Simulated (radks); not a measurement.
The neodymium anion Nd- inside a hard spherical wall (all orbitals vanish at R), configuration held at [Xe] 4f5 6s2 and not refilled when levels cross. Method: scalar-relativistic Kohn-Sham, r2SCAN, spin-unpolarised, spherical densities, finite nucleus; meta-GGA in the generalised Kohn-Sham scheme; Fermi nuclear charge, rms radius 4.9123 fm; computed with a radial shooting solver on a logarithmic mesh with Libxc functionals. Eigenvalues in eV, with the zero of energy where the potential of the charges vanishes at infinity; a dash marks a level that is unbound or too diffuse for the functional's potential to be trusted. A positive occupied level is held by the wall or, in an anion where self-interaction has pushed it up, behind a barrier. The pressure on the wall is -dE/dV.

| R (bohr) | E (hartree) | kinetic (hartree) | e(5s) | e(5p) | e(6s) | e(6p, empty) | e(5d, empty) | e(4f) | pressure (GPa) |
|---|---|---|---|---|---|---|---|---|---|
| 15 | -9624.4467 | 10243.033 | -37.011 | -18.363 | -0.108 | - | - | 3.589 | 0.0644 |
| 12 | -9624.4239 | 10243.022 | -35.692 | -17.115 | 0.563 | - | - | 4.965 | 0.162 |
| 6 | -9624.1024 | 10243.822 | -28.497 | -10.338 | 6.721 | 11.111 | 8.825 | 12.453 | 13.9 |
| 4 | -9622.8029 | 10248.039 | -20.051 | -2.424 | 24.626 | 35.136 | 19.229 | 22.265 | 249 |
| 3.5 | -9621.5816 | 10252.242 | -15.066 | 2.685 | 38.800 | 52.510 | 26.332 | 28.442 | 666 |
| 3 | -9618.9379 | 10261.079 | -6.540 | 12.052 | 65.706 | 83.869 | 39.254 | 38.935 | 2050 |
| 2 | -9594.9727 | 10332.911 | 50.005 | 78.093 | 246.88 | 281.24 | 125.40 | 93.770 | 34600 |
| 1.5 | -9533.3716 | 10507.165 | 181.20 | 226.68 | 594.27 | 642.92 | 297.47 | 178.73 | 244000 |
